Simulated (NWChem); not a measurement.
System: AlHOIF; SMILES [OH][Al]([F])[I]

Here is an NWChem input.

```
start job
memory heap 200 mb stack 900 mb global 1100 mb
geometry units angstroms noautosym nocenter noautoz
  Al     0.109189    -1.318668     0.000000
  F     -1.227362    -2.299634     0.000000
  I     -0.168468     1.102579     0.000000
  O      1.662745    -1.971296     0.000000
  H      1.879917    -2.905291     0.000000
end
basis spherical
  Al library def2-svpd
  F library def2-svpd
  I library def2-svpd
  O library def2-svpd
  H library def2-svpd
end
ecp
  I library def2-ecp
end
dft
  xc pbe0
  iterations 150
end
property
  response 1 0.0
end
task dft property
```

NWChem printed, in part:

```
             Northwest Computational Chemistry Package (NWChem) 7.3.0
             --------------------------------------------------------

                             Geometry "geometry" -> ""
                             -------------------------

 Output coordinates in angstroms (scale by  1.889725989 to convert to a.u.)

  No.       Tag          Charge          X              Y              Z
 ---- ---------------- ---------- -------------- -------------- --------------
    1 Al                  13.0000     0.10918900    -1.31866800     0.00000000
    2 F                    9.0000    -1.22736200    -2.29963400     0.00000000
    3 I                   53.0000    -0.16846800     1.10257900     0.00000000
    4 O                    8.0000     1.66274500    -1.97129600     0.00000000
    5 H                    1.0000     1.87991700    -2.90529100     0.00000000

 Effective nuclear repulsion energy (a.u.)     381.3005956769

                                 NWChem DFT Module
                                 -----------------

 Summary of "ao basis" -> "ao basis" (spherical)
 ------------------------------------------------------------------------------
       Tag                 Description            Shells   Functions and Types
 ---------------- ------------------------------  ------  ---------------------
 Al                        def2-svpd                10       24   5s3p2d
 F                         def2-svpd                 9       23   4s3p2d
 I                         def2-svpd                13       35   5s5p3d
 O                         def2-svpd                 9       23   4s3p2d
 H                         def2-svpd                 4        8   2s2p

            General Information
            -------------------
          SCF calculation type: DFT
          Wavefunction type:  closed shell.
          No. of atoms     :     5
          No. of electrons :    56
           Alpha electrons :    28
            Beta electrons :    28
          Charge           :     0
          Spin multiplicity:     1
          Use of symmetry is: off; symmetry adaption is: off
          Maximum number of iterations: 150
          AO basis - number of functions:   113
                     number of shells:    45
          Convergence on energy requested:  1.00D-06
          Convergence on density requested:  1.00D-05
          Convergence on gradient requested:  5.00D-04

              XC Information
              --------------
                         PBE0 Method XC Functional
                     Hartree-Fock (Exact) Exchange  0.250
          PerdewBurkeErnzerhof Exchange Functional  0.750
            Perdew 1991 LDA Correlation Functional  1.000 local
           PerdewBurkeErnz. Correlation Functional  1.000 non-local

             Grid Information
             ----------------
          Grid used for XC integration:  medium
          Radial quadrature: Mura-Knowles
          Angular quadrature: Lebedev.
          Tag              B.-S. Rad. Rad. Pts. Rad. Cut. Ang. Pts.
          ---              ---------- --------- --------- ---------
          Al                  1.25       88          13.0       590
          F                   0.50       49          13.0       434
          I                   1.40      123          13.0       590
          O                   0.60       49          14.0       434
          H                   0.35       45          14.0       434
          Grid pruning is: on
          Number of quadrature shells:   354
          Spatial weights used:  Erf1

      Superposition of Atomic Density Guess
      -------------------------------------

 Sum of atomic energies:        -763.40911162

      Non-variational initial energy
      ------------------------------

 Total energy =    -713.500477
 1-e energy   =   -1551.301337
 2-e energy   =     609.382663
 HOMO         =      -0.369649
 LUMO         =      -0.055040

   convergence    iter        energy       DeltaE   RMS-Dens  Diis-err
 ---------------- ----- ----------------- --------- --------- ---------
 d= 0,ls=0.0,diis     1   -715.4111924885 -9.44D+02  2.06D-02  9.57D-01
 d= 0,ls=0.0,diis     2   -715.2997457918  1.11D-01  9.96D-03  2.40D+00
 d= 0,ls=0.0,diis     3   -715.5188720889 -2.19D-01  1.17D-03  8.93D-03
 d= 0,ls=0.0,diis     4   -715.5195186256 -6.47D-04  5.08D-04  2.26D-03
 d= 0,ls=0.0,diis     5   -715.5198523352 -3.34D-04  1.11D-04  2.45D-04
  Resetting Diis
 d= 0,ls=0.0,diis     6   -715.5198775559 -2.52D-05  4.25D-05  2.13D-05
 d= 0,ls=0.0,diis     7   -715.5198798389 -2.28D-06  1.99D-05  1.23D-06
 d= 0,ls=0.0,diis     8   -715.5198797525  8.64D-08  1.11D-05  2.11D-06
 d= 0,ls=0.0,diis     9   -715.5198799841 -2.32D-07  1.44D-06  3.63D-08

         Total DFT energy =     -715.519879984112
      One electron energy =    -1554.163156778564
           Coulomb energy =      670.366112163135
    Exchange-Corr. energy =      -60.141032370471
 Nuclear repulsion energy =      228.418197001787

 Numeric. integr. density =       55.999995716311

                       DFT Final Molecular Orbital Analysis
                       ------------------------------------

[...]

 DFT Linear Response polarizability / au
 Frequency  =       0.0000000 / au
              X              Y              Z
 -----------------------------------------------
 X      56.2480119     -3.8133660      0.0000001
 Y      -3.8133667     72.5215892      0.0000000
 Z       0.0000001      0.0000000     52.2658118
 -----------------------------------------------
 Eigenvalues =      55.3987509     73.3708502     52.2658118
 Isotropic   =      60.3451376
 Anisotropic =      19.7260527
 -----------------------------------------------

 Magnetic Dipole Response Matrix (nonzero elements):

 Exiting AOResponse driver routine
```

Level: PBE0/def2-SVPD with def2 effective core potentials on I. All runs use the structure optimised with PBE0/def2-SVP. def2 effective core potentials on I; no spin-orbit coupling.
